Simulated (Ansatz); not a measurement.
Ideal-gas functions of CHBrF, SMILES `F[CH]Br` radical at 400 K and 1 bar, from an Ansatz frequency run at PBE0-D4/def2-TZVP.

Molar mass 111.92 g/mol, point group C1 (symmetry number 1), electronic degeneracy 2, moments of inertia 9.013, 129.448, 137.862 u Å². Harmonic wavenumbers (cm⁻¹, unscaled): 340, 653, 770, 1206, 1288, 3183.

Use S(trans) = R[1.5 ln M + 2.5 ln T − 1.1517]; rotational temperatures θ = 24.2544 K / I; S(rot) = R[ln(√π/σ · √(T³/θAθBθC)) + 1.5]; for each mode x = 1.438777 ν̃/T, S = R[x/(eˣ − 1) − ln(1 − e⁻ˣ)] and H = RT x/(eˣ − 1); 1 cm⁻¹ = 0.0119627 kJ/mol; R = 8.31446 J/(mol·K).

By hand: the entropy, in J/(mol·K).

Translation 173.8. Rotation: θ = 2.691, 0.1874, 0.1759 K, giving 102.0. Vibration, mode by mode: 7.14, 2.90, 2.08, 0.59, 0.46, 0.00, in all 13.2. Electronic 5.8. Sum 294.8 J/(mol·K).

By hand: H − E and G − E in kJ/mol, counted from the electronic energy.

Zero-point energy ½ × 7440 × 0.0119627 = 44.5; thermal vibration 3.5; translation, rotation and pV give 4 RT = 13.3. H − E = 61.3 kJ/mol, and G − E = 61.3 − 400 × 294.8/1000 = -56.6 kJ/mol.

Vibration gives 4 % of the entropy. The sum counts one conformer and one mirror image; others add a mixing term.
